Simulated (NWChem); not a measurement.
F[C](F)([AlH][Cl])F (CHAlClF$_{3}$), optimised at PBE0/def2-SVP with NWChem:

- highest occupied level (eV) = -8.73
- orbital gap (eV) = 6.79
- dipole (D) = 1.67
- highest harmonic frequency (cm⁻¹) = 2009
- zero-point energy (kcal/mol) = 14.1

All stand in one matching conformer (torsions within 35°), which need not be the lowest.

Task: One H atom is replaced by F, giving [F][Al]([Cl])[C](F)(F)F (CAlClF4), optimised at the same level. How do these values move?

Result: 
```json
[
 {"quantity": "highest occupied level (eV)", "new value": "-9.39", "change": "-0.66"},
 {"quantity": "orbital gap (eV)", "new value": "7.98", "change": "+1.19"},
 {"quantity": "dipole (D)", "new value": "0.67", "change": "-1.00"},
 {"quantity": "highest harmonic frequency (cm⁻¹)", "new value": "1234", "change": "-775"},
 {"quantity": "zero-point energy (kcal/mol)", "new value": "11.6", "change": "-2.5"}
]
```
